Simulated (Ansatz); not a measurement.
Mulliken charges of GaH₂O, SMILES `[O][GaH2]` radical from ωB97M-V/def2-TZVPP in Ansatz (PBE0-D4/def2-TZVP geometry).

```tsv
atom	x (Å)	y (Å)	z (Å)	charge (e)
O1	-0.886	-0.495	1.322	-0.323
Ga2	0.079	0.020	-0.101	0.366
H3	-0.675	-0.041	-1.460	-0.022
H4	1.538	0.456	0.219	-0.022
```

Problem. By hand: the dipole of these point charges (1 e Å = 4.8032 D).

Solution. Σ q r = (0.296, 0.158, -0.437) e Å, of length 0.551 e Å = 2.65 D.

Problem. How does the dipole of the full density compare? (Best estimate.)

Solution. Computed: (0.226, 0.121, -0.334) e Å, 2.02 D; the point charges give 1.31 times that, at 0° from its direction.

Point charges leave out the atoms' own dipoles, such as those of lone pairs, and Mulliken's split depends on the basis, so the two needn't agree.
